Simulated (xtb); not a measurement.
methoxymethyl(silyl)silane (C2H10OSi2), SMILES C(OC)[SiH2][SiH3]. All values are semi-empirical tight-binding results from xtb (GFN2-xTB unless named), good for trends rather than for accurate numbers. Coordinates come from a GFN2-xTB optimisation. One conformer was computed; it need not be the lowest.

Optimised geometry:

```xyz
15

C      2.6139    -0.5996    -0.6518
O      1.3615    -0.0727    -0.3095
C      0.8915    -0.4870     0.9609
Si    -0.8125     0.3634     1.0980
Si    -1.7041     0.2744    -1.0300
H      3.3851    -0.2852     0.0634
H      2.5882    -1.6971    -0.6770
H      2.8596    -0.2190    -1.6418
H      1.5988    -0.1857     1.7441
H      0.8231    -1.5833     0.9980
H     -0.5727     1.7179     1.6163
H     -1.5430    -0.3302     2.1721
H     -1.6209    -1.0636    -1.6265
H     -1.0753     1.2041    -1.9692
H     -3.1339     0.6142    -1.0082
```
Charge 0, spin multiplicity 1.

The orbital gap is 4.44 eV and the dipole moment is 1.31 D. The zero-point energy comes out as 67.5 kcal/mol and the G − E(el) at 298.15 K (modified RRHO) is 46.0 kcal/mol. The static polarisability (D4 model) is 89.4 bohr³ and the solvation energy, GFN2-xTB/ALPB(water) comes out as -1.0 kcal/mol. The solvation energy, GFN2-xTB/ALPB(chcl3) comes out as -5.1 kcal/mol.

Computed atomic charges and the Wiberg bond orders between heavy atoms:
charges (e) C1 0.06, O2 -0.34, C3 -0.02, Si4 0.38, Si5 0.38, H6 0.02, H7 0.02, H8 0.05, H9 -0.01, H10 -0.01, H11 -0.09, H12 -0.10, H13 -0.10, H14 -0.10, H15 -0.12. Bond orders C1–O2 1.00, O2–C3 0.99, C3–Si4 0.84, Si4–Si5 0.85.
